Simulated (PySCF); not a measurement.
Isomers of C6H16Si2.

All values: PBE0/pcSseg-1 (PySCF) at GFN2-xTB geometries, gas phase, one conformer each.

Question: Rank by LUMO energy, highest first.
A. `[CH3:1][Si@@H:2]([CH2:3][SiH3:4])[CH:5]1[CH2:6][CH2:7][CH2:8]1` with C1–Si2–C3–Si4 67°, C1–Si2–C5–C6 -42°, Si2–C5–C6–C7 106°, C5–C6–C7–C8 11°, C6–C7–C8–C5 -11°, Si2–C5–C8–C7 -107°
B. `[CH2:1]=[CH:2][SiH2:3][SiH2:4][C@H:5]([CH3:6])[CH2:7][CH3:8]` with C1–C2–Si3–Si4 101°, C2–Si3–Si4–C5 -173°, Si3–Si4–C5–C6 72°, Si4–C5–C7–C8 -61°
C. `[CH2:1]=[CH:2][Si@@H:3]([CH2:4][CH2:5][CH3:6])[SiH2:7][CH3:8]` with C1–C2–Si3–C4 -131°, C2–Si3–C4–C5 42°, Si3–C4–C5–C6 62°, C2–Si3–Si7–C8 90°
D. `[CH3:1][CH:2]([CH3:3])[Si@H:4]1[CH2:5][CH2:6][CH2:7][SiH2:8]1` with C1–C2–Si4–C5 62°, C2–Si4–C5–C6 149°, Si4–C5–C6–C7 -53°, C5–C6–C7–Si8 53°, C6–C7–Si8–Si4 -26°

Answer: A (0.81 eV), D (0.14 eV), C (-0.24 eV), B (-0.41 eV).

Question: Rank by HOMO energy, highest first.
A. `[CH2:1]=[CH:2][SiH2:3][SiH2:4][C@H:5]([CH3:6])[CH2:7][CH3:8]` with C1–C2–Si3–Si4 101°, C2–Si3–Si4–C5 -173°, Si3–Si4–C5–C6 72°, Si4–C5–C7–C8 -61°
B. `[CH3:1][CH2:2][CH2:3]/[C:4](=[CH:5]\[SiH3:6])[CH2:7][SiH3:8]` with C1–C2–C3–C4 179°, C2–C3–C4–C5 -94°, C3–C4–C7–Si8 85°
C. `[CH2:1]=[CH:2][SiH2:3][C@@H:4]([CH2:5][CH3:6])[SiH2:7][CH3:8]` with C1–C2–Si3–C4 122°, C2–Si3–C4–C5 -65°, Si3–C4–C5–C6 -172°, Si3–C4–Si7–C8 41°

Answer: B (-6.95 eV), A (-7.47 eV), C (-7.71 eV).

Question: Rank by the highest Hirshfeld charge on any atom, highest value first.
A. `[CH3:1][CH2:2][CH2:3]/[C:4](=[CH:5]\[SiH3:6])[CH2:7][SiH3:8]` with C1–C2–C3–C4 179°, C2–C3–C4–C5 -94°, C3–C4–C7–Si8 85°
B. `[CH2:1]=[CH:2][SiH2:3][SiH2:4][C@H:5]([CH3:6])[CH2:7][CH3:8]` with C1–C2–Si3–Si4 101°, C2–Si3–Si4–C5 -173°, Si3–Si4–C5–C6 72°, Si4–C5–C7–C8 -61°
C. `[CH3:1][Si@@H:2]([CH2:3][SiH3:4])[CH:5]1[CH2:6][CH2:7][CH2:8]1` with C1–Si2–C3–Si4 67°, C1–Si2–C5–C6 -42°, Si2–C5–C6–C7 106°, C5–C6–C7–C8 11°, C6–C7–C8–C5 -11°, Si2–C5–C8–C7 -107°
D. `[CH2:1]=[CH:2][SiH2:3][C@@H:4]([CH2:5][CH3:6])[SiH2:7][CH3:8]` with C1–C2–Si3–C4 122°, C2–Si3–C4–C5 -65°, Si3–C4–C5–C6 -172°, Si3–C4–Si7–C8 41°
E. `[CH2:1]=[CH:2][Si@@H:3]([CH2:4][CH2:5][CH3:6])[SiH2:7][CH3:8]` with C1–C2–Si3–C4 -131°, C2–Si3–C4–C5 42°, Si3–C4–C5–C6 62°, C2–Si3–Si7–C8 90°

Answer: C (+0.366 e), D (+0.335 e), A (+0.319 e), E (+0.271 e), B (+0.241 e).

All values together:

| SMILES | μ (D) | HOMO (eV) | LUMO (eV) | lowest IAO charge (e) | highest IAO charge (e) | lowest Hirshfeld charge (e) | highest Hirshfeld charge (e) |
| --- | --- | --- | --- | --- | --- | --- | --- |
| CC(C)/C(=C\[SiH3])C[SiH3] | 1.37 | -6.96 | -0.35 | -0.539 (C) | +0.614 (Si) | -0.166 (C) | +0.319 (Si) |
| CC(C)[Si@H]1CCC[SiH2]1 | 0.82 | -7.44 | 0.14 | -0.525 (C) | +0.580 (Si) | -0.160 (C) | +0.270 (Si) |
| C[Si@@H](C[SiH3])C1CCC1 | 0.31 | -7.67 | 0.81 | -0.825 (C) | +0.909 (Si) | -0.249 (C) | +0.366 (Si) |
| C=C[SiH2][C@@H](CC)[SiH2]C | 0.29 | -7.71 | -0.29 | -0.712 (C) | +0.745 (Si) | -0.214 (C) | +0.335 (Si) |
| CCC/C(=C\[SiH3])C[SiH3] | 1.36 | -6.95 | -0.35 | -0.533 (C) | +0.613 (Si) | -0.167 (C) | +0.319 (Si) |
| C=C[SiH2][SiH2][C@H](C)CC | 0.33 | -7.47 | -0.41 | -0.415 (C) | +0.443 (Si) | -0.138 (C) | +0.241 (Si) |
| C=C[Si@@H](CCC)[SiH2]C | 0.39 | -7.71 | -0.24 | -0.699 (C) | +0.587 (Si) | -0.213 (C) | +0.271 (Si) |

Conformers: `[CH3:1][CH:2]([CH3:3])/[C:4](=[CH:5]\[SiH3:6])[CH2:7][SiH3:8]` with C1–C2–C4–C5 127°, C2–C4–C7–Si8 104°; `[CH3:1][CH:2]([CH3:3])[Si@H:4]1[CH2:5][CH2:6][CH2:7][SiH2:8]1` with C1–C2–Si4–C5 62°, C2–Si4–C5–C6 149°, Si4–C5–C6–C7 -53°, C5–C6–C7–Si8 53°, C6–C7–Si8–Si4 -26°; `[CH3:1][Si@@H:2]([CH2:3][SiH3:4])[CH:5]1[CH2:6][CH2:7][CH2:8]1` with C1–Si2–C3–Si4 67°, C1–Si2–C5–C6 -42°, Si2–C5–C6–C7 106°, C5–C6–C7–C8 11°, C6–C7–C8–C5 -11°, Si2–C5–C8–C7 -107°; `[CH2:1]=[CH:2][SiH2:3][C@@H:4]([CH2:5][CH3:6])[SiH2:7][CH3:8]` with C1–C2–Si3–C4 122°, C2–Si3–C4–C5 -65°, Si3–C4–C5–C6 -172°, Si3–C4–Si7–C8 41°; `[CH3:1][CH2:2][CH2:3]/[C:4](=[CH:5]\[SiH3:6])[CH2:7][SiH3:8]` with C1–C2–C3–C4 179°, C2–C3–C4–C5 -94°, C3–C4–C7–Si8 85°; `[CH2:1]=[CH:2][SiH2:3][SiH2:4][C@H:5]([CH3:6])[CH2:7][CH3:8]` with C1–C2–Si3–Si4 101°, C2–Si3–Si4–C5 -173°, Si3–Si4–C5–C6 72°, Si4–C5–C7–C8 -61°; `[CH2:1]=[CH:2][Si@@H:3]([CH2:4][CH2:5][CH3:6])[SiH2:7][CH3:8]` with C1–C2–Si3–C4 -131°, C2–Si3–C4–C5 42°, Si3–C4–C5–C6 62°, C2–Si3–Si7–C8 90°.
